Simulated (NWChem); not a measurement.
System: C2H5NOSi; SMILES O=C/C=N/[SiH3]

```xyz
10

O      0.2748    -2.9465     0.0000
C     -0.3788    -1.9256     0.0000
C      0.2522    -0.5613     0.0000
N     -0.4886     0.4714     0.0000
Si     0.1004     2.1333     0.0000
H     -1.4880    -1.9130     0.0000
H      1.3553    -0.5669     0.0000
H     -0.4413     2.7948    -1.2121
H      1.5911     2.2187     0.0000
H     -0.4413     2.7948     1.2121
```
Atoms are numbered in this order, from 1.

Computed with NWChem. Medium grid unless said otherwise, to which SCAN and Minnesota functionals are sensitive. Coordinates come from a B3LYP/6-31G* (spherical d) optimisation.

Q: Order these by “orbital gap (eV)”, lowest first: PBE/def2-TZVP; B3LYP/def2-TZVP; Hartree-Fock/def2-TZVP.

A: PBE/def2-TZVP (2.27), B3LYP/def2-TZVP (4.39), Hartree-Fock/def2-TZVP (12.66)
